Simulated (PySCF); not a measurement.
# Magnesium: highly charged ions in a basis for the neutral atom

Mg⁶⁺ [He] 2s2 2p2, Mg⁷⁺ [He] 2s2 2p1. Calculation: PySCF 2.14, in def2-SVP (4s3p1d, 18 functions); no relativity, point nucleus. No spin-orbit coupling, so a gap to NIST mixes the basis error with missing relativistic terms.

Changed run: basis of the neutral atom used for a highly charged ion. This setting is unsound on purpose.

```csv
species,method,sound run (hartree),changed run (hartree),converged
Mg⁶⁺,UHF,not run,-179.17311,yes
Mg⁶⁺,r2SCAN,not run,-179.32647,yes
Mg⁶⁺,PBE,not run,-179.24575,yes
Mg⁷⁺,UHF,not run,-170.85472,yes
Mg⁷⁺,r2SCAN,not run,-170.96182,yes
Mg⁷⁺,PBE,not run,-170.89939,yes
```

Ionisation energy of Mg⁶⁺:

```tsv
method	changed run (eV)	NIST (eV)
UHF	226.36	225.02 ± 0.06
r2SCAN	227.61	225.02 ± 0.06
PBE	227.12	225.02 ± 0.06
```

The contracted functions were made for the neutral atom and can be too rigid for a highly charged ion.
